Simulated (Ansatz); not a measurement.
Steps of a relaxation of Cl₃NbS, SMILES `[S]=[Nb]([Cl])([Cl])[Cl]` with RKS PBE-D4/def2-SVP.

```sh
$ ansatz run in.yaml --threads 4 --pin off --events-out ev --progress --plain --max-ram 10444MiB
```

```yaml
crystal:
  periodic: [false, false, false]
  atoms:
    - {symbol: S, position_ang: [-0.636400, -0.222600, 2.008900]}
    - {symbol: Nb, position_ang: [-0.033700, -0.014700, 0.061800]}
    - {symbol: Cl, position_ang: [1.874600, -1.391000, -0.260800]}
    - {symbol: Cl, position_ang: [-1.691800, -0.712000, -1.436600]}
    - {symbol: Cl, position_ang: [0.537300, 2.266800, -0.414700]}
basis:
  gaussian: {orbitals: def2-SVP}
hamiltonian: {xc: pbe, dispersion: d4}
relax: {f_tol: 0.03, max_steps: 200}
```

Positions (Å) and forces (eV/Å) along the path, 4 of 4 steps:

```xyz
5
step=1 energy=-49926.5819 eV
S    -0.636   -0.223    2.009   -0.991   -0.268    2.840
Nb   -0.034   -0.015    0.062    1.895    0.687   -4.210
Cl    1.875   -1.391   -0.261   -0.988    0.700    0.252
Cl   -1.692   -0.712   -1.437    0.464    0.216    0.687
Cl    0.537    2.267   -0.415   -0.380   -1.335    0.430
5
step=2 energy=-49926.8233 eV
S    -0.690   -0.191    2.021    0.608    0.120   -1.533
Nb    0.041   -0.005   -0.063   -1.145   -0.431    1.979
Cl    1.850   -1.335   -0.271    0.409   -0.265   -0.088
Cl   -1.684   -0.712   -1.370   -0.032    0.001   -0.177
Cl    0.534    2.168   -0.359    0.161    0.576   -0.181
5
step=3 energy=-49926.9150 eV
S    -0.664   -0.200    1.999   -0.051   -0.016    0.160
Nb    0.014   -0.013   -0.019    0.029    0.007   -0.102
Cl    1.854   -1.342   -0.260    0.043   -0.030   -0.009
Cl   -1.682   -0.699   -1.384   -0.034   -0.013   -0.036
Cl    0.529    2.181   -0.377    0.013    0.051   -0.014
5
step=4 energy=-49926.9157 eV
S    -0.666   -0.201    2.007    0.000    0.000    0.001
Nb    0.013   -0.014   -0.017    0.000    0.000   -0.002
Cl    1.855   -1.342   -0.262    0.001    0.000    0.000
Cl   -1.682   -0.698   -1.388   -0.001    0.000    0.000
Cl    0.529    2.182   -0.381    0.000    0.000    0.000
```

It took 6 s on 4 threads of an Arm Neoverse V2 on a shared host, with 0.16 GiB of host memory at the peak.
